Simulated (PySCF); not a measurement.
Ions at one geometry of BiCl3(H2O)

PySCF 2.14.0, RKS PBE0, Bi def2-SVP with ECP60, Cl def2-SVP, O def2-SVP, H def2-SVP; non-relativistic Hamiltonian with scalar-relativistic core potentials where named; density fitting; no spin-orbit coupling; singlets restricted, open shells unrestricted. The geometry is relaxed for charge 0, singlet, vacuum:

```xyz
7

Bi   -0.9921   -0.2665    0.2665
Cl    0.3447    1.7193    0.9451
Cl   -0.0032   -1.8753    1.8753
Cl    0.3447   -0.9451   -1.7193
O    -1.5216    1.6038   -1.6038
H    -0.9718    2.3076   -1.2274
H    -0.9718    1.2274   -2.3076
```

Energies count from the relaxed state; an electron taken off or put on is at rest in vacuum. Charges and spins are Mulliken's.

| state | energy (eV) | spin squared | charge on Bi1 (e) | spin on Bi1 (e) | dipole about the centre of mass (D) |
| --- | --- | --- | --- | --- | --- |
| charge 0, singlet, vacuum | 0.00 | 0.00 | 0.97 | 0.00 | 4.08 |
| charge +1, doublet, vacuum | 10.36 | 0.76 | 1.12 | 0.05 | 1.86 |

What does the state charge -1, doublet, vacuum give?

energy (eV) -0.31, spin squared 0.75, charge on Bi1 (e) 0.49, spin on Bi1 (e) 0.77, dipole about the centre of mass (D) 4.24.

With an electron taken off (doublet) the charges change, summed by element, by Bi +0.15 e, Cl +0.76 e, O +0.04 e, H +0.05 e. The vertical ionisation energy is 10.36 eV, against −ε(HOMO) = 8.37 eV of the relaxed state. The level lies 2.0 eV too high, as is usual for semilocal functionals and global hybrids, which keep a self-interaction error.

With an electron put on (doublet) the charges change, summed by element, by Bi -0.47 e, Cl -0.47 e, O -0.00 e, H -0.06 e. The vertical electron affinity is 0.31 eV, against −ε(LUMO) = 2.20 eV of the relaxed state. The basis has no diffuse functions, which an added electron needs. The added electron's level lies above zero.

Open shells may have lower solutions than those found.
